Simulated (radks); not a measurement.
The numbers below are computed, except where a source is named.
Question: These are the eigenvalues of the occupied orbitals of an atom or ion with whole-number occupations (hartree). Level of theory: Dirac Kohn-Sham, PBEsol, spin-unpolarised, spherical densities, finite nucleus; Fermi nuclear charge, rms radius of each element as measured or else 0.836 A^(1/3) + 0.57 fm (a radial shooting solver on a logarithmic mesh with Libxc functionals).

orbital  eigenvalue
1s1/2     -1211.549
2s1/2     -187.9432
2p1/2     -176.4281
2p3/2     -165.4580
3s1/2     -38.68286
3p1/2     -33.91885
3p3/2     -31.85460
3d3/2     -23.45039
3d5/2     -23.01612
4s1/2      -7.56188
4p1/2      -5.89825
4p3/2      -5.49432
4d3/2      -2.81709
4d5/2      -2.75355
5s1/2      -1.47912
5p1/2      -1.07307
6p1/2      -0.38031

Which element is it, and in what charge state? The configuration may be excited. Open shells, if any, fill j = l - 1/2 first.

Answer: Z = 53, iodine, charge +2: I2+ in [Kr] 4d10 5s2 5p2 6p1. The list shows which subshells hold electrons but not how many an open one holds; the 1s level, -1211.5 hartree, gives Z - s = 49.2 by -(Z - s)^2/2, which with screening and relativity narrows Z to a few neighbours, and the depths of the outer levels then fix element, charge and occupations together.
